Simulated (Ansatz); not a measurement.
Frontier orbitals of C₂H₃CuFN (`CC#[N+][Cu-][F]`).

```xyz
8

C     1.259    0.208   -1.098
C     0.181    0.027   -0.157
N    -0.676   -0.115    0.591
Cu   -2.027   -0.335    1.768
F    -3.345   -0.547    2.916
H     1.037    1.047   -1.760
H     2.188    0.412   -0.563
H     1.384   -0.696   -1.697
```

Charge 0, multiplicity 1. For Cu the d shell is correlated and the shells below it are frozen. Scalar relativity is left out up to krypton. All single points use the PBE0-D4/def2-TZVP geometry. Basis def2-TZVPP, Ansatz.

| functional | HOMO (eV) | LUMO (eV) | gap (eV) |
| --- | --- | --- | --- |
| PBE | -5.37 | -1.71 | 3.66 |
| B97M-V | -5.36 | -1.45 | 3.91 |
| PBE0 | -6.61 | -0.78 | 5.83 |
| BHLYP | -7.96 | 0.28 | 8.24 |
| ωB97X-V | -9.04 | 1.46 | 10.50 |
| ωB97M-V | -9.06 | 1.21 | 10.27 |

From PBE to PBE0 the HOMO moves by −1.24 eV and the LUMO by +0.93 eV, and with ωB97M-V by −3.69 and +2.92 eV, so the gap grows from 3.66 to 10.27 eV with exact exchange. A positive LUMO is unbound and depends on the basis.
